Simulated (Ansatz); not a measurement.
`CCOBCl` + H₂ → `BOCC` + HCl  (hydrogenolysis of a B–Cl bond)

Computed with Ansatz on PBE0-D4/def2-TZVP structures; ΔE is electronic, products minus reactants. CCSD(T)/CBS adds triple-zeta CCSD(T) − MP2 to the extrapolated MP2 energy (def2 sets, frozen cores). This one scheme is used for every species. DFT in def2-TZVPP. B3LYP here is the variant with VWN-RPA as its local correlation; programs differ in this. Each species was taken in one conformer, which may not be the lowest.

```csv
level,ΔE (kJ/mol),difference from CCSD(T)/CBS
LDA (SPW92),80.5,6.4
PBE-D4,79.6,5.5
revPBE-D4,81.8,7.7
BLYP-D4,76.9,2.8
r2SCAN-D4,82.8,8.7
B97M-V,79.0,4.9
PBE0-D4,76.7,2.6
B3LYP-D4,74.4,0.3
r2SCAN0-D4,79.6,5.5
BHLYP-D4,71.6,-2.5
CAM-B3LYP-D4,71.5,-2.6
ωB97X-V,73.8,-0.3
ωB97M-V,75.6,1.5
B2PLYP,72.9,-1.2
PBE-QIDH,76.3,2.2
PBE,76.2,2.1
BLYP,70.0,-4.1
r2SCAN,81.8,7.7
PBE0,73.7,-0.4
B3LYP,69.1,-5.0
r2SCANh,80.4,6.3
r2SCAN0,78.4,4.3
BHLYP,67.0,-7.1
CAM-B3LYP,68.3,-5.8
LC-ωPBE,70.7,-3.4
RPA@PBE/def2-TZVPP,67.9,-6.2
HF/def2-SVP,65.2,-8.9
MP2/def2-SVP,85.1,11.0
CCSD/def2-SVP,74.3,0.2
CCSD(T)/def2-SVP,77.6,3.5
HF/def2-TZVPP,60.1,-14.0
MP2/def2-TZVPP,80.4,6.3
SCS-MP2/def2-TZVPP,73.7,-0.4
CCSD(T)/def2-TZVPP,72.5,-1.6
HF/def2-QZVPP,59.6,-14.5
MP2/def2-QZVPP,81.1,7.0
SCS-MP2/def2-QZVPP,74.5,0.4
HF/CBS(def2),59.5,-14.6
MP2/CBS(def2),81.9,7.8
CCSD/CBS(def2),69.8,-4.3
CCSD(T)/CBS,74.1,0
```

(1) What do rigid-rotor, harmonic-oscillator terms from PBE0-D4/def2-TZVP frequencies (298.15 K, 1 bar) make of the CCSD(T)/CBS value? (An estimate is asked.)

Largest T1 diagnostic among the species: 0.013.

Answers

(1) Computed: ΔZPE = +9.6 kJ/mol, ΔH = +81.1 kJ/mol, ΔS = 21 J/(mol·K), ΔG = +74.8 kJ/mol.

Leaving LDA and LC-ωPBE aside and taking each functional with its dispersion term where it has one, the values spread over 11.3 kJ/mol, from CAM-B3LYP-D4 to r2SCAN-D4. LDA lies +4.3 kJ/mol from PBE without D4. From BLYP to BHLYP (50 % exact exchange), in def2-TZVPP and without D4, ΔE moves by −3.0 kJ/mol.
